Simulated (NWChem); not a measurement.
# CH3NO3Si; SMILES N#CO[SiH](O)O

```xyz
9

N      0.1563    -3.0180     0.1461
C     -0.1532    -1.9104    -0.1062
O     -0.5259    -0.7130    -0.4137
Si     0.0472     0.7416     0.3482
O     -1.0804     1.8632    -0.1042
O      1.5329     1.1813    -0.2079
H      0.1849     0.4367     1.7925
H     -2.0095     1.5750    -0.1342
H      1.5765     1.5425    -1.1114
```
Atoms are numbered in this order, from 1.

Coordinates come from a PBE-D3(BJ)/def2-SVP optimisation.

Task: List the 6 lowest vertical singlet excitations from B3LYP/6-31G* (spherical d), TDA (NWChem).

Result: 
| state | energy (eV) | oscillator strength | leading excitation (squared amplitude) |
|---|---|---|---|
| S1 | 7.37 | 0.000 | HOMO → LUMO (0.82) |
| S2 | 7.57 | 0.004 | HOMO → LUMO+3 (0.40) |
| S3 | 7.67 | 0.002 | HOMO−1 → LUMO (0.81) |
| S4 | 7.86 | 0.019 | HOMO → LUMO+1 (0.38) |
| S5 | 7.88 | 0.001 | HOMO → LUMO+2 (0.31) |
| S6 | 7.93 | 0.005 | HOMO−1 → LUMO+1 (0.48) |
